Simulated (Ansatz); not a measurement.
A search over several starts for the lowest SCF solution of Mg2Zn2 at the given spin, in a small basis.

```yaml
crystal:
  periodic: [false, false, false]
  atoms:
    - {symbol: Mg, position_ang: [-1.245451, 0.013049, -1.329786]}
    - {symbol: Mg, position_ang: [1.735960, 0.026549, -0.552736]}
    - {symbol: Zn, position_ang: [-0.257445, 1.276543, 0.965391]}
    - {symbol: Zn, position_ang: [-0.233064, -1.316152, 0.917130]}
basis:
  gaussian: {orbitals: def2-SVP, initial_orbitals: start.molden}
hamiltonian: {xc: pbe0}
output: {orbitals: {seedname: orbitals}}
```

The file start.molden holds the orbitals of an earlier run on this structure, at another level or in another basis.

```sh
$ ansatz run in.yaml --threads 2 --pin off --events-out ev --progress --plain --max-ram 4352MiB
```

Output, abridged:

```
Functional definition: PBE0
880 factors; integrals over basis functions are off by at most 4.0e-4 eV
mean field evaluation 1: about -107691.3824 eV, gradient 6.8e0 eV
mean field evaluation 2: about -107691.4828 eV, gradient 2.2e-1 eV
mean field evaluation 4: about -107691.7461 eV, gradient 1.0e-2 eV
mean field evaluation 8: about -107691.7462 eV, gradient 1.6e-5 eV
mean field evaluation 16: about -107691.7440 eV, gradient 7.0e-1 eV
mean field -107691.74616275 eV, -3957.5986753939 hartree, gradient 2.2e-5 eV, S^2 0.000000; 1 other end points of the search recorded, 0 dependent functions left out
reference -107691.74619136 eV, -3957.5986764453 hartree; 42, 42 occupied and 56, 56 virtual orbitals, 880 factors
Total energy: -107691.74619136 eV, -3957.5986764453 hartree
```

Run time 5.5 s (2 threads of Arm Neoverse V1 on a shared host).

The structure comes from a short search, and lower isomers may exist.
